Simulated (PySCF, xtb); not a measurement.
F₃Re, SMILES [F][Re]([F])[F] (connectivity only; charge and spin as stated), neutral, multiplicity 5.

Harmonic wavenumbers (cm⁻¹) from GFN2-xTB (xtb) at its own minimum, in rising order: 99, 171, 231, 477, 535, 553.

Problem. What does PBE-D3(BJ)/def2-TZVP run with PySCF give at its own minimum? (An estimate is asked for; the answer gives what the named calculation found.)

Solution. 118, 143, 266, 605, 638, 662. Paired by order, the mean absolute difference is 70 cm⁻¹ and the zero-point energies are 3.0 and 3.5 kcal/mol.
